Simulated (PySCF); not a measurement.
Geometry (Å), atoms numbered from 1 in this order:
```xyz
28

C     2.638   -0.106   -0.998
N     1.441   -0.816   -0.643
C     1.656   -2.203   -0.337
B     0.143   -0.194   -0.596
N    -1.034   -0.950   -0.940
C    -1.037   -1.983   -1.939
C    -2.313   -0.732   -0.324
N     0.022    1.187   -0.204
C     0.887    1.805    0.762
C    -0.975    2.070   -0.743
H     3.150   -0.587   -1.855
H     2.397    0.924   -1.292
H     3.375   -0.063   -0.170
H     2.036   -2.782   -1.203
H     2.400   -2.323    0.476
H     0.720   -2.669   -0.001
H    -1.281   -2.982   -1.524
H    -0.054   -2.047   -2.423
H    -1.785   -1.775   -2.728
H    -3.081   -0.375   -1.039
H    -2.705   -1.667    0.124
H    -2.226    0.010    0.481
H     1.571    1.061    1.191
H     0.306    2.245    1.596
H     1.498    2.624    0.333
H    -1.549    1.560   -1.528
H    -1.689    2.432    0.024
H    -0.512    2.968   -1.196
```

- NMR shieldings at PBE0/pcSseg-1/GIAO
- PBE0-D3(BJ)/def2-SVP structure
- run in PySCF 2.14
- no solvent model, rapidly exchanging positions averaged, non-relativistic Hamiltonian, a single conformation

Referencing at the same level of theory: TMS for 13C (184.41 ppm) and 1H (31.27 ppm); 15N (265.67 ppm) against NH3; BF3·OEt2 for 11B (100.73 ppm).

| atoms | nucleus | count | Hirshfeld charge | δ (ppm) |
| --- | --- | --- | --- | --- |
| B4 | 11B | 1 | 0.19 | 27.3 |
| C1/C3/C6/C7/C9/C10 | 13C | 6 | -0.07 | ? |
| N2/N5/N8 | 15N | 3 | -0.13 | ? |
| H11/H12/H13/H14/H15/H16/H17/H18/H19/H20/H21/H22/H23/H24/H25/H26/H27/H28 | 1H | 18 | 0.03 | 2.47 |

Problem. Complete the table.

Solution. 
- C1/C3/C6/C7/C9/C10: 40.1 ppm, methyl carbon bonded to N; pulled downfield by the heteroatom
- N2/N5/N8: 54.7 ppm, nitrogen bonded to 2 C, B

Shifts are as computed. Against solution values, carbons near 30 ppm lie about +2 ppm off and those near 130 ppm about +5 ppm. Of 1211 compounds with measured shifts, 218 miss one by over three times the rms of a fit or turn the order of signals round; such compounds aren't used in these exercises. Experimental scales use liquid or dissolved standards, which lie at an offset from isolated NH3 (liquid NH3: subtract about 20 ppm).
